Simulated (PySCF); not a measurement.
Compound: C8H7F.
Geometry (PBE0-D3(BJ)/def2-SVP, Å), atoms numbered from 1 in this order:
```xyz
16
C8H7F angstrom
F      0.1569   -1.7312    2.3509
C      0.0661   -0.8455    1.3665
C     -0.6466    0.2751    1.3655
C     -0.4794    1.0207    0.0391
C     -0.8799    0.0375   -1.0689
C     -0.1823   -1.0952   -1.0363
C      0.8529   -1.1183    0.0951
C      1.7323    0.1214   -0.1109
C      1.0268    1.2490   -0.1471
H     -1.2706    0.6390    2.1801
H     -1.0578    1.9513    0.0124
H     -1.6586    0.2816   -1.7930
H     -0.2922   -1.9360   -1.7223
H      1.4156   -2.0564    0.1637
H      2.8143    0.0379   -0.2200
H      1.4373    2.2489   -0.2955
```

Method used: PBE0-D3(BJ)/def2-SVP geometry optimisation, gas phase (PySCF).

Masses are those of the commonest isotopes; rigid-rotor values at the optimised geometry. 

Question: Give the principal moments of inertia and the rotational constants in MHz.

Answer: Ia = 178.84, Ib = 300.30, Ic = 303.92 u·Å²; 505379 MHz·u·Å²/I gives A = 2826, B = 1683, C = 1663 MHz.

Question: What kind of rotor is it?

Answer: A near-prolate asymmetric top; Ray's κ = -0.965.

Question: Is it planar, by Δ = Ic − Ia − Ib?

Answer: Not planar: Δ = Ic − Ia − Ib = -175.21 u·Å². For a rigid frame Δ = −2 Σ m c², so Σ m c² = 87.61 u·Å² lies off the ab plane: 15.87 from hydrogen and 71.73 from heavier atoms. The atom farthest from that plane is 1.99 Å away.

Question: Give the other two planar moments, Paa and Pbb, and the rms extents of the mass along the axes.

Answer: Paa = Σ m a² = (Ib + Ic − Ia)/2 = 212.69 and Pbb = Σ m b² = (Ia + Ic − Ib)/2 = 91.23 u·Å². With the mass M = 122.05 u, the rms extents √(P/M) along a, b and c are 1.32, 0.86, 0.85 Å.

Question: Where do the levels up to J = 4 lie, in MHz?

Answer: Above 0(0,0):
J = 1: 1(0,1) 3346, 1(1,1) 4489, 1(1,0) 4509
J = 2: 2(0,2) 10037, 2(1,2) 11160, 2(1,1) 11220, 2(2,1) 14649, 2(2,0) 14650
J = 3: 3(0,3) 20073, 3(1,3) 21167, 3(1,2) 21288, 3(2,2) 24687, 3(2,1) 24688, 3(3,1) 30452, 3(3,0) 30452
J = 4: 4(0,4) 33454, 4(1,4) 34510, 4(1,3) 34711, 4(2,3) 38070, 4(2,2) 38074, 4(3,2) 43836, 4(3,1) 43836, 4(4,1) 51906, 4(4,0) 51906
Those of J = 1 are B + C, A + C and A + B.

Question: Which types of transition are allowed, and where do some lines up to J = 3 fall?

Answer: The dipole components are |μa| = 1.42 D, |μb| = 0.12 D, |μc| = 0.00 D; the mirror of this Cs structure is the ab plane, so μc vanishes by symmetry and there are no c-type lines. The squared components, which scale the intensities, stand as 1.00 : 0.01 (a : b). Some lines, for components of 0.1 D or more:

| type | branch | J(Ka,Kc) | MHz | lower level (cm⁻¹) |
| --- | --- | --- | --- | --- |
| b | Q | 1(1,0) ← 1(0,1) | 1163 | 0.112 |
| b | Q | 3(1,2) ← 3(0,3) | 1214 | 0.670 |
| b | Q | 3(2,1) ← 3(1,2) | 3400 | 0.710 |
| b | Q | 3(2,2) ← 3(1,3) | 3519 | 0.706 |
| b | R | 2(0,2) ← 1(1,1) | 5548 | 0.150 |
| b | Q | 3(3,0) ← 3(2,1) | 5764 | 0.824 |
| a | R | 2(0,2) ← 1(0,1) | 6691 | 0.112 |
| a | R | 2(1,1) ← 1(1,0) | 6712 | 0.150 |
| a | R | 3(0,3) ← 2(0,2) | 10036 | 0.335 |
| a | R | 3(2,2) ← 2(2,1) | 10037 | 0.489 |
| b | R | 3(2,1) ← 2(1,2) | 13528 | 0.372 |
| b | R | 3(3,1) ← 2(2,0) | 15802 | 0.489 |

Question: Estimate the classical rotational partition function at 10 K, 25 K and 298.15 K.

Answer: Point group Cs, symmetry number σ = 1; q = (√π/σ)·√((kT/h)³/(ABC)), k/h = 20836.6 MHz/K: 1900 at 10 K, 7490 at 25 K, 309000 at 298.15 K.

PBE0-D3(BJ)/def2-SVP frequencies: not computed here. Constants of a rigid frame at the computed geometry: no zero-point averaging, no centrifugal distortion.

Time: 77 s of wall time; peak memory 0.76 GiB. Hardware: Arm Neoverse V1, one thread, shared host with 32 logical CPUs at a one-minute load of 22. This is the geometry optimisation.
